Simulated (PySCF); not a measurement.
Method: PySCF with M06-2X/def2-TZVP // B3LYP-D3(BJ)/def2-TZVP. Isolated molecules, 0 K electronic values unless said otherwise. One relaxed conformer stands for a flexible species; it need not be the lowest. Delta-SCF ions had no search for a lower state. Excitations are Tamm–Dancoff values on a coarser integration grid. The basis has no diffuse functions, so Rydberg states are missing or too high.

Reference species (SMILES): `C=C(C#N)C[SiH3]` (neutral, multiplicity 1).

```yaml
vertical ionisation energy (Delta-SCF): 9.94 eV
HOMO: -8.99 eV
HOMO–LUMO gap: 8.42 eV
S1 excitation (TDA): 6.40 eV
```

Changed species: `N#C/C=C\C[SiH3]`.

Q: Give the shifts of the vertical ionisation energy (Delta-SCF), HOMO, HOMO–LUMO gap and S1 excitation (TDA).

A: the vertical ionisation energy (Delta-SCF) decreases by 0.12 eV, to 9.82 eV; the HOMO rises by 0.18 eV, to -8.81 eV; the HOMO–LUMO gap drops by 0.16 eV, to 8.26 eV; the S1 excitation (TDA) drops by 0.20 eV, to 6.20 eV.
